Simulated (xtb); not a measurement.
xtb input (GFN2-xTB):

```bash
xtb mol.xyz --gfn 2 --sp --chrg 0 --uhf 0
```
mol.xyz:
```
10

C      1.58239820    -1.42234170     0.35878884
Al    -0.04397248    -0.37483551     0.14957601
C     -1.85799230    -0.92831481     0.58444618
Cl     0.18571721     1.58398258    -0.63524322
H      1.38865549    -2.42546476     0.74386940
H      2.10587769    -1.51983599    -0.59638541
H      2.27613236    -0.92516163     1.04279840
H     -2.30001899    -0.25648994     1.32564469
H     -1.90317112    -1.94524565     0.97926679
H     -2.49946120    -0.87870518    -0.29995754
```

End of the output:

```
         :::::::::::::::::::::::::::::::::::::::::::::::::::::
         ::                     SUMMARY                     ::
         :::::::::::::::::::::::::::::::::::::::::::::::::::::
         :: total energy             -13.000544040444 Eh    ::
         :: gradient norm              0.040422825039 Eh/a0 ::
         :: HOMO-LUMO gap              4.428697711677 eV    ::
         ::.................................................::
         :: SCC energy               -13.131655369532 Eh    ::
         :: -> isotropic ES            0.034685743935 Eh    ::
         :: -> anisotropic ES          0.001627563076 Eh    ::
         :: -> anisotropic XC         -0.000830524084 Eh    ::
         :: -> dispersion             -0.004503161410 Eh    ::
         :: repulsion energy           0.131111329087 Eh    ::
         :: add. restraining           0.000000000000 Eh    ::
         :: total charge              -0.000000000000 e     ::
         :::::::::::::::::::::::::::::::::::::::::::::::::::::

           -------------------------------------------------
          |                Property Printout                |
           -------------------------------------------------

    * Orbital Energies and Occupations

         #    Occupation            Energy/Eh            Energy/eV
      -------------------------------------------------------------
         1        2.0000           -1.0274043             -27.9571
         2        2.0000           -0.5809137             -15.8075
         3        2.0000           -0.5715023             -15.5514
         4        2.0000           -0.4788236             -13.0295
         5        2.0000           -0.4681217             -12.7382
         6        2.0000           -0.4676111             -12.7243
         7        2.0000           -0.4644056             -12.6371
         8        2.0000           -0.4615958             -12.5607
         9        2.0000           -0.4210325             -11.4569
        10        2.0000           -0.4196023             -11.4180
        11        2.0000           -0.4055631             -11.0359
        12        2.0000           -0.3797088             -10.3324 (HOMO)
        13                         -0.2169571              -5.9037 (LUMO)
        14                         -0.1631474              -4.4395
        15                         -0.0672046              -1.8287
        16                         -0.0481595              -1.3105
        17                         -0.0396382              -1.0786
        18                          0.0030010               0.0817
        19                          0.0474944               1.2924
        20                          0.0509537               1.3865
        21                          0.0559503               1.5225
        22                          0.0693398               1.8868
        23                          0.0698137               1.8997
       ...                                ...                  ...
        32                          1.0409469              28.3256
      -------------------------------------------------------------
                  HL-Gap            0.1627516 Eh            4.4287 eV
             Fermi-level           -0.2983329 Eh           -8.1181 eV

     #   Z          covCN         q      C6AA      α(0)
     1   6 C        3.614    -0.215    25.362     7.268
     2  13 Al       2.452     0.301    98.754    20.543
     3   6 C        3.614    -0.215    25.362     7.268
     4  17 Cl       0.767    -0.248   106.834    15.811
     5   1 H        0.925     0.057     2.237     2.339
     6   1 H        0.924     0.066     2.127     2.281
     7   1 H        0.924     0.066     2.135     2.285
     8   1 H        0.924     0.066     2.132     2.283
     9   1 H        0.925     0.057     2.237     2.339
    10   1 H        0.924     0.066     2.130     2.282

 Mol. C6AA /au·bohr⁶  :       1501.016582
 Mol. C8AA /au·bohr⁸  :      60256.221428
 Mol. α(0) /au        :         64.700210

Wiberg/Mayer (AO) data.
largest (>0.10) Wiberg bond orders for each atom

 ---------------------------------------------------------------------------
     #   Z sym  total        # sym  WBO       # sym  WBO       # sym  WBO
 ---------------------------------------------------------------------------
     1   6 C    3.933 --     2 Al   1.044     5 H    0.932     7 H    0.916
                             6 H    0.916
     2  13 Al   3.722 --     4 Cl   1.218     3 C    1.044     1 C    1.044
     3   6 C    3.933 --     2 Al   1.044     9 H    0.932     8 H    0.916
                            10 H    0.916
     4  17 Cl   1.323 --     2 Al   1.218
     5   1 H    0.997 --     1 C    0.932
     6   1 H    0.996 --     1 C    0.916
     7   1 H    0.996 --     1 C    0.916
     8   1 H    0.996 --     3 C    0.916
     9   1 H    0.997 --     3 C    0.932
    10   1 H    0.996 --     3 C    0.916
 ---------------------------------------------------------------------------

Topologies differ in total number of bonds
Writing topology from bond orders to xtbtopo.mol

molecular dipole:
                 x           y           z       tot (Debye)
 q only:       -0.107      -0.915       0.366
   full:       -0.106      -0.901       0.362       2.482
molecular quadrupole (traceless):
                xx          xy          yy          xz          yz          zz
 q only:        2.000      -0.548      -2.326       0.068       1.287       0.326
  q+dip:        3.570      -0.806      -2.078      -0.288       0.360      -1.492
   full:        0.922      -0.375      -2.575       0.335       1.990       1.653

           -------------------------------------------------
          | TOTAL ENERGY              -13.000544040444 Eh   |
          | GRADIENT NORM               0.040422825039 Eh/α |
          | HOMO-LUMO GAP               4.428697711677 eV   |
           -------------------------------------------------

------------------------------------------------------------------------
Note: The following floating-point exceptions are signalling: IEEE_UNDERFLOW_FLAG IEEE_DENORMAL
normal termination of xtb
------------------------------------------------------------------------
 total:
 SCF:
```
